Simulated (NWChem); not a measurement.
# C2H7BO; SMILES CB(C)O

```xyz
11

B      0.0746    -0.0149    -0.0029
C     -0.6795     1.3761    -0.0114
H     -1.4737     1.4013     0.7527
H     -1.1938     1.5042    -0.9802
H     -0.0311     2.2547     0.1390
C     -0.7062    -1.3830     0.0086
H     -1.1411    -1.5398     1.0121
H     -0.0590    -2.2439    -0.2130
H     -1.5573    -1.3813    -0.6912
O      1.4339    -0.0824    -0.0004
H      1.8473     0.7870     0.0164
```
Atoms are numbered in this order, from 1.

Results from NWChem. Pople sets run with spherical d functions. STO-3G and 3-21G are far too small for this property and stand as cheap habits. The geometry was optimised at PBE0/def2-SVP. B3LYP is NWChem's, with the RPA form of VWN correlation. Field at 589 nm.

```tsv
level	isotropic polarisability (bohr³)	anisotropy (bohr³)	relative time
B3LYP/STO-3G	19.8	10.2	1
B3LYP/6-31G*	36.7	10.5	4
B3LYP/def2-SVP	38.4	10.2	5
B3LYP/def2-SVPD	46.5	11.4	10
B3LYP/aug-cc-pVDZ	47.4	12.0	30
```

Relative times are rough (shared machine, one core).
